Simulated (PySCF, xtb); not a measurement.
Si(Me)2(OH)2 (C2H8O2Si), SMILES C[Si](C)(O)O. The values are those of a single conformer.

Harmonic wavenumbers (cm⁻¹) from GFN2-xTB run with xtb at its own minimum, in rising order: 46, 90, 106, 176, 201, 224, 274, 277, 292, 655, 751, 781, 795, 809, 817, 824, 837, 906, 940, 1384, 1387, 1488, 1493, 1494, 1498, 3034, 3038, 3042, 3043, 3060, 3063, 3671, 3706.

Problem. What does B3LYP-D3(BJ)/def2-SVP run with PySCF 2.14.0 give at its own minimum? (An estimate is asked for; the answer gives what the named calculation found.)

Solution. 53, 125, 158, 171, 210, 229, 256, 307, 335, 631, 688, 722, 746, 783, 791, 812, 858, 920, 942, 1277, 1281, 1428, 1429, 1438, 1440, 3022, 3035, 3105, 3117, 3127, 3130, 3881, 3886. Paired by order, the mean absolute difference is 49 cm⁻¹ and the zero-point energies are 63.2 and 63.4 kcal/mol.
